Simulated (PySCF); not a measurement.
Species: `CO[P@@]1(=O)OCC[C@H](C)O1`. The columns A, B, C and D hold Mulliken, IAO, Hirshfeld and ESP-fitted charges (e) of one PBE0/pcSseg-1 density (PySCF), in a shuffled order. Coordinates in Å (GFN2-xTB); the density's dipole moment is (-3.30, 2.72, 3.11) D.

| atom | x | y | z | A | B | C | D |
| --- | --- | --- | --- | --- | --- | --- | --- |
| C1 | 2.979 | 0.469 | 0.869 | -0.227 | -0.210 | -0.033 | -0.039 |
| O2 | 1.707 | -0.154 | 0.914 | -0.345 | -0.633 | -0.175 | -0.631 |
| P3 | 1.179 | -0.879 | -0.439 | +1.188 | +2.003 | +0.544 | +1.413 |
| O4 | 2.211 | -1.359 | -1.336 | -0.610 | -0.881 | -0.374 | -0.571 |
| O5 | 0.213 | -1.995 | 0.160 | -0.484 | -0.611 | -0.167 | -0.565 |
| C6 | -0.922 | -1.553 | 0.891 | +0.254 | -0.060 | +0.010 | +0.059 |
| C7 | -1.767 | -0.590 | 0.066 | -0.374 | -0.295 | -0.082 | -0.213 |
| C8 | -0.930 | 0.623 | -0.340 | +0.619 | +0.093 | +0.050 | -0.098 |
| C9 | -1.710 | 1.608 | -1.199 | -0.676 | -0.424 | -0.119 | -0.187 |
| O10 | 0.195 | 0.195 | -1.106 | -0.512 | -0.623 | -0.167 | -0.565 |
| H11 | 3.444 | 0.330 | 1.845 | +0.139 | +0.158 | +0.053 | +0.125 |
| H12 | 3.592 | 0.013 | 0.092 | +0.136 | +0.160 | +0.046 | +0.138 |
| H13 | 2.864 | 1.536 | 0.662 | +0.117 | +0.142 | +0.045 | +0.109 |
| H14 | -0.592 | -1.068 | 1.816 | -0.014 | +0.140 | +0.039 | +0.127 |
| H15 | -1.482 | -2.459 | 1.138 | +0.070 | +0.162 | +0.056 | +0.139 |
| H16 | -2.632 | -0.268 | 0.647 | +0.093 | +0.151 | +0.056 | +0.133 |
| H17 | -2.106 | -1.097 | -0.840 | +0.126 | +0.148 | +0.044 | +0.135 |
| H18 | -0.563 | 1.123 | 0.568 | -0.029 | +0.130 | +0.033 | +0.125 |
| H19 | -2.563 | 1.994 | -0.646 | +0.164 | +0.145 | +0.049 | +0.113 |
| H20 | -1.067 | 2.434 | -1.488 | +0.181 | +0.156 | +0.048 | +0.131 |
| H21 | -2.058 | 1.113 | -2.101 | +0.183 | +0.151 | +0.046 | +0.122 |

**Question.** Which column most likely holds the ESP-fitted charges?

**Answer.** A. Σ q r misses the density's dipole by 0.02 D (A), 0.61 D (D), 0.90 D (B), 1.62 D (C). Charges fitted to the outside potential are the only set here that is tied to the molecule's multipoles.

**Question.** And the Hirshfeld charges?

**Answer.** C. The mean sizes are 0.107 e (C), 0.273 e (D), 0.311 e (A), 0.356 e (B), and Hirshfeld charges are commonly the smallest of these schemes.

As computed, A = ESP-fitted, B = IAO, C = Hirshfeld, D = Mulliken. Hydrogens on carbon: ESP-fitted -0.03 to +0.18, IAO +0.13 to +0.16, Hirshfeld +0.03 to +0.06, Mulliken +0.11 to +0.14 e.

The Hirshfeld scheme divides the density at each point in proportion to the densities of the neutral, spherically averaged free atoms. The Mulliken scheme gives each basis function's population to the atom it is centred on and halves the overlap population of two atoms between them.

One conformer (not necessarily the lowest) at the GFN2-xTB geometry, without solvent, vibrations or thermal averaging.
